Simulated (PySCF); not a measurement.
Compound: C2H6OSi.
Atom-mapped SMILES: `[CH3:1][SiH2:2][CH:3]=[O:4]` (hydrogens: H5, H6, H7 on C1; H8, H9 on Si2; H10 on C3)

The same species was optimised twice, with GFN2-xTB and with PBE0-D3(BJ)/def2-SVP (PySCF), and the same property calculations (PySCF, gas phase) were run on both structures.

| coordinate | GFN2-xTB | PBE0-D3(BJ)/def2-SVP | change |
| --- | --- | --- | --- |
| Si2–H9 (Å) | 1.467 | 1.498 | +0.031 |
| Si2–H8 (Å) | 1.467 | 1.498 | +0.031 |
| C1–Si2 (Å) | 1.890 | 1.869 | -0.021 |
| C3–H10 (Å) | 1.114 | 1.128 | +0.014 |
| C1–H5 (Å) | 1.087 | 1.100 | +0.013 |
| C1–H7 (Å) | 1.087 | 1.100 | +0.013 |
| C1–H6 (Å) | 1.087 | 1.100 | +0.013 |
| Si2–C3 (Å) | 1.922 | 1.933 | +0.011 |
| C3=O4 (Å) | 1.205 | 1.207 | +0.002 |
| Si2–C3–O4 (°) | 124.6 | 121.1 | -3.5 |
| Si2–C3–H10 (°) | 116.6 | 119.2 | +2.6 |
| H8–Si2–H9 (°) | 109.8 | 107.6 | -2.2 |
| C3–Si2–H8 (°) | 105.9 | 107.8 | +1.9 |
| C3–Si2–H9 (°) | 105.9 | 107.7 | +1.8 |
| C1–Si2–C3 (°) | 109.2 | 107.7 | -1.5 |
| Si2–C1–H6 (°) | 111.1 | 109.9 | -1.2 |
| Si2–C1–H7 (°) | 111.1 | 109.9 | -1.2 |
| C1–Si2–C3–O4 (°) | 0 | -1 | -1 |

Rotational constants: A = 10016, B = 3908, C = 2958 MHz (GFN2-xTB) against A = 9833, B = 4058, C = 3029 MHz (PBE0-D3(BJ)/def2-SVP). Point groups within 0.08 Å: Cs and Cs.

On the GFN2-xTB structure: lowest singlet, TDDFT (eV) 3.25 [B3LYP/def2-SVPD]; lowest triplet, Tamm–Dancoff (eV) 2.57 [B3LYP/def2-SVPD]; isotropic polarisability (au) 56.3 [B3LYP/def2-SVPD]; HOMO (eV) -6.78 [B3LYP/def2-SVPD]; LUMO (eV) -1.76 [B3LYP/def2-SVPD]; dipole (D) 2.22 [B3LYP/def2-SVPD].

What do these properties become on the PBE0-D3(BJ)/def2-SVP structure?

```csv
property,level,on GFN2-xTB,on PBE0-D3(BJ)/def2-SVP,change
"lowest singlet, TDDFT (eV)",B3LYP/def2-SVPD,3.25,3.25,0.00
"lowest triplet, Tamm–Dancoff (eV)",B3LYP/def2-SVPD,2.57,2.57,0.00
isotropic polarisability (au),B3LYP/def2-SVPD,56.3,57.1,+0.8
HOMO (eV),B3LYP/def2-SVPD,-6.78,-6.84,-0.06
LUMO (eV),B3LYP/def2-SVPD,-1.76,-1.83,-0.07
dipole (D),B3LYP/def2-SVPD,2.22,1.99,-0.23
"energy, GFN2-xTB geometry as zero (kcal/mol)",B3LYP/def2-SVPD,0.0,-0.7,-0.7
```

The heavy atoms differ by 0.041 Å rms after alignment. Among all bonds Si2–H8 and Si2–H9 change most and about equally (+0.031 Å). Changes are differences of the printed values. Neither structure is proved a minimum here.

Conformer computed: `[CH3:1][SiH2:2][CH:3]=[O:4]`: C1–Si2–C3–O4 -1°.
